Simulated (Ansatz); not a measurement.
```yaml
crystal:
  periodic: [false, false, false]
  atoms:
    - {symbol: Cl, position_ang: [-0.446926, -0.467767, 2.228072]}
    - {symbol: Sn, position_ang: [1.863877, -1.021495, -0.528448]}
    - {symbol: Cl, position_ang: [1.863877, -1.321495, -0.528448]}
    - {symbol: I, position_ang: [-2.027162, -0.768652, -1.482507]}
    - {symbol: I, position_ang: [0.631869, 2.522038, -0.272595]}
basis:
  gaussian: {orbitals: STO-3G, point_charges: [{charge: 2.00, position_ang: [5.174, 0.604, 0.952]}]}
hamiltonian: {xc: {name: B97}}
output: {forces: true}
```

```sh
$ ansatz run in.yaml --threads 8 --pin off --events-out ev --progress --plain --max-ram 20889MiB
```

Output, abridged:

```
Functional definition: B97
1139 factors; integrals over basis functions are off by at most 1.7e-5 eV
mean field evaluation 1: about -553101.0827 eV, gradient 1.2e2 eV
mean field evaluation 2: about -552986.6351 eV, gradient 1.2e2 eV
mean field evaluation 4: about -553081.5464 eV, gradient 6.5e1 eV
mean field evaluation 8: about -553128.3155 eV, gradient 2.3e1 eV
mean field evaluation 16: about -553146.0808 eV, gradient 1.1e-1 eV
mean field -553146.08155918 eV, -20327.7435614196 hartree, gradient 4.1e-6 eV, S^2 0.000000; 10 other end points of the search recorded, 0 dependent functions left out
reference -553146.08157543 eV, -20327.7435620166 hartree; 95, 95 occupied and 4, 4 virtual orbitals, 1139 factors
Total energy: -553146.08157543 eV, -20327.7435620166 hartree
Atom 0 at    -0.446926    -0.467767     2.228072 Å, force     2.011605    -0.360699    -1.720216 eV/Å
Atom 1 at     1.863877    -1.021495    -0.528448 Å, force    -9.609889 54101.275330     3.166238 eV/Å
Atom 2 at     1.863877    -1.321495    -0.528448 Å, force     4.376173 -54098.565618    -1.608731 eV/Å
Atom 3 at    -2.027162    -0.768652    -1.482507 Å, force     1.718838    -0.090206     0.214157 eV/Å
Atom 4 at     0.631869     2.522038    -0.272595 Å, force     1.509190    -2.612494    -0.288640 eV/Å
Dipole moment:     0.689568    -1.018173    -1.249458 e Å
```

Task: Something in this input is off. What?

Result: One atom was put on top of another. The calculation finished and met its thresholds. The result belongs to that input, not to the molecule as meant.
